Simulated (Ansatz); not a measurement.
Steps of a relaxation of C₆H₈Ge (`[GeH3][c]1ccccc1`) with RKS PBE0-D4/def2-TZVP.

```sh
$ ansatz run in.yaml --threads 2 --pin off --events-out ev --progress --plain --max-ram 32768MiB --backend cuda --devices 0, --max-vram 18GiB
```

```yaml
crystal:
  periodic: [false, false, false]
  atoms:
    - {symbol: Ge, position_ang: [-0.721681, 0.492566, 2.387637]}
    - {symbol: C, position_ang: [-0.154154, 0.121817, 0.548669]}
    - {symbol: C, position_ang: [0.823640, -0.859690, 0.281536]}
    - {symbol: C, position_ang: [1.211054, -1.145071, -1.037349]}
    - {symbol: C, position_ang: [0.627138, -0.449775, -2.108009]}
    - {symbol: C, position_ang: [-0.347404, 0.528605, -1.855765]}
    - {symbol: C, position_ang: [-0.734454, 0.812140, -0.536409]}
    - {symbol: H, position_ang: [-1.167327, 1.975423, 2.506873]}
    - {symbol: H, position_ang: [0.455250, 0.214285, 3.361787]}
    - {symbol: H, position_ang: [-1.917992, -0.415636, 2.786748]}
    - {symbol: H, position_ang: [1.296294, -1.408670, 1.112277]}
    - {symbol: H, position_ang: [1.977134, -1.912113, -1.230317]}
    - {symbol: H, position_ang: [0.934147, -0.669674, -3.142067]}
    - {symbol: H, position_ang: [-0.806622, 1.078078, -2.692179]}
    - {symbol: H, position_ang: [-1.496822, 1.587014, -0.353933]}
basis:
  gaussian: {orbitals: def2-TZVP}
hamiltonian: {xc: pbe0, dispersion: d4}
relax: {f_tol: 0.005, max_steps: 150}
```

Positions (Å) and forces (eV/Å) along the path, 4 of 4 steps:

```xyz
15
step=1 energy=-62857.9791 eV
Ge   -0.722    0.493    2.388    0.010   -0.001   -0.019
C    -0.154    0.122    0.549    0.134   -0.129   -0.515
C     0.824   -0.860    0.282   -0.121    0.154   -0.218
C     1.211   -1.145   -1.037   -0.159    0.181    0.042
C     0.627   -0.450   -2.108   -0.082    0.048    0.261
C    -0.347    0.529   -1.856    0.111   -0.113    0.185
C    -0.734    0.812   -0.536    0.209   -0.199   -0.046
H    -1.167    1.975    2.507    0.075   -0.242   -0.023
H     0.455    0.214    3.362   -0.190    0.046   -0.163
H    -1.918   -0.416    2.787    0.188    0.143   -0.061
H     1.296   -1.409    1.112   -0.249    0.287   -0.434
H     1.977   -1.912   -1.230   -0.403    0.405    0.101
H     0.934   -0.670   -3.142   -0.165    0.114    0.545
H    -0.807    1.078   -2.692    0.241   -0.290    0.439
H    -1.497    1.587   -0.354    0.400   -0.405   -0.094
15
step=2 energy=-62858.0511 eV
Ge   -0.718    0.488    2.371    0.012   -0.009   -0.041
C    -0.155    0.118    0.542    0.054   -0.021   -0.144
C     0.817   -0.851    0.277   -0.042    0.036   -0.051
C     1.203   -1.133   -1.030   -0.047    0.033    0.009
C     0.621   -0.447   -2.091   -0.010    0.021    0.066
C    -0.342    0.525   -1.841    0.018   -0.034    0.043
C    -0.726    0.805   -0.533    0.046   -0.058   -0.006
H    -1.158    1.958    2.487    0.006   -0.022   -0.003
H     0.450    0.213    3.335   -0.018    0.003   -0.015
H    -1.904   -0.411    2.769    0.017    0.014   -0.003
H     1.284   -1.394    1.098   -0.060    0.074   -0.115
H     1.960   -1.891   -1.220   -0.104    0.108    0.029
H     0.922   -0.667   -3.114   -0.041    0.032    0.142
H    -0.797    1.067   -2.668    0.065   -0.074    0.117
H    -1.479    1.572   -0.353    0.103   -0.104   -0.028
15
step=3 energy=-62858.0556 eV
Ge   -0.716    0.487    2.365    0.004    0.002   -0.004
C    -0.153    0.118    0.539   -0.021   -0.021    0.000
C     0.812   -0.851    0.275    0.010    0.012    0.008
C     1.197   -1.132   -1.028    0.013    0.008   -0.002
C     0.621   -0.445   -2.085   -0.011   -0.012   -0.002
C    -0.342    0.521   -1.836    0.008    0.009   -0.003
C    -0.725    0.800   -0.533    0.008    0.012    0.007
H    -1.155    1.956    2.481    0.000    0.002    0.001
H     0.451    0.212    3.328    0.001    0.001    0.002
H    -1.901   -0.410    2.765   -0.001   -0.001    0.000
H     1.279   -1.390    1.092    0.000   -0.007    0.001
H     1.954   -1.885   -1.217    0.000   -0.007    0.000
H     0.923   -0.661   -3.104    0.002    0.000   -0.004
H    -0.793    1.064   -2.660   -0.006    0.000   -0.003
H    -1.474    1.564   -0.353   -0.006    0.001   -0.002
15
step=4 energy=-62858.0557 eV
Ge   -0.716    0.487    2.365   -0.001    0.000    0.002
C    -0.155    0.116    0.539    0.000    0.000    0.001
C     0.813   -0.850    0.275    0.001    0.000   -0.002
C     1.199   -1.131   -1.028   -0.001    0.000    0.000
C     0.621   -0.445   -2.086    0.000    0.000    0.000
C    -0.342    0.522   -1.836    0.000    0.000    0.001
C    -0.725    0.800   -0.533    0.001    0.000   -0.002
H    -1.155    1.956    2.481    0.000    0.000   -0.001
H     0.452    0.213    3.328    0.000    0.000   -0.001
H    -1.901   -0.410    2.766    0.000    0.000    0.001
H     1.278   -1.392    1.092    0.000    0.000    0.000
H     1.954   -1.885   -1.217    0.000    0.000    0.000
H     0.923   -0.662   -3.104    0.000    0.000    0.000
H    -0.793    1.064   -2.660    0.000    0.000    0.000
H    -1.475    1.564   -0.354    0.000    0.000    0.000
```

Hardware: 2 threads of an AMD EPYC 7R13 on a shared host and a share of an NVIDIA H100 80 GB. Wall time 16 s, peak host memory 0.93 GiB.
